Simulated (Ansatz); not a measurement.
Gas-phase electronic energies from Ansatz, PBE0-D4/def2-TZVP geometries. CCSD(T)/CBS adds triple-zeta CCSD(T) − MP2 to the extrapolated MP2 energy (def2 sets, frozen cores). This one scheme is used for every species. DFT in def2-TZVPP. Elements past krypton have def2 core potentials. For Sn outer-core shells are correlated without core-valence functions, which leaves a few kJ/mol of doubt a bond.

Consider the formal exchange of groups at the Sn–F bond: `[CH3][SnH]([F])[Cl]` + `C#C` → `C#[C][SnH]([CH3])[Cl]` + H–F.

`[CH3][SnH]([F])[Cl]`:

Cartesian coordinates in Å:
```
C -0.319 0.707 0.919
Sn 0.055 -0.539 -0.747
F 1.024 0.539 -2.004
Cl 1.555 -2.197 -0.127
H 0.637 1.086 1.278
H -0.956 1.538 0.617
H -0.806 0.133 1.707
H -1.191 -1.266 -1.644
```

`C#C`:

Cartesian coordinates in Å:
```
C 0.350 0.397 0.280
C -0.350 -0.397 -0.280
H 0.973 1.103 0.777
H -0.973 -1.103 -0.777
```

`C#[C][SnH]([CH3])[Cl]`:

Cartesian coordinates in Å:
```
C -0.272 0.802 -2.725
C -0.090 0.186 -1.704
Sn 0.189 -0.849 0.075
C -0.260 0.389 1.737
Cl 2.470 -1.332 0.190
H -0.425 1.343 -3.631
H -0.611 -2.348 0.002
H -0.052 -0.149 2.661
H 0.363 1.281 1.686
H -1.311 0.677 1.709
```

H–F:

Z-matrix (Å, degrees):
```
F
H 1 0.920
```

(1) Is it downhill or uphill in electronic energy at CCSD(T)/CBS, and by how much? (Estimate.)

(2) What do these levels give: PBE-D4, revPBE-D4, r2SCAN-D4, B97M-V, r2SCANh-D4, ωB97X-V, ωB97M-V, BHLYP, RPA@PBE/def2-TZVPP, HF/def2-SVP, MP2/def2-SVP, CCSD/def2-TZVPP? (Best estimate.)

Largest T1 diagnostic among the species: 0.013.

## Answers

(1) Computed: Uphill: ΔE = +40.4 kJ/mol.

(2) The calculation gave: PBE-D4 50.4, revPBE-D4 48.7, r2SCAN-D4 55.5, B97M-V 60.8, r2SCANh-D4 52.2, ωB97X-V 52.6, ωB97M-V 49.3, BHLYP 56.8, RPA@PBE/def2-TZVPP 32.4, HF/def2-SVP 54.4, MP2/def2-SVP 47.2, CCSD/def2-TZVPP 35.6 kJ/mol.

From BLYP to BHLYP (50 % exact exchange), in def2-TZVPP and without D4, ΔE moves by −11.1 kJ/mol. At CCSD(T), def2-SVP lies +8.1 kJ/mol from the extrapolated value and def2-TZVPP −7.2 kJ/mol. Leaving LDA and LC-ωPBE aside and taking each functional with its dispersion term where it has one, the values, not all of them listed here, spread over 23.9 kJ/mol, from PBE-QIDH to B97M-V. LDA lies −7.5 kJ/mol from PBE without D4.
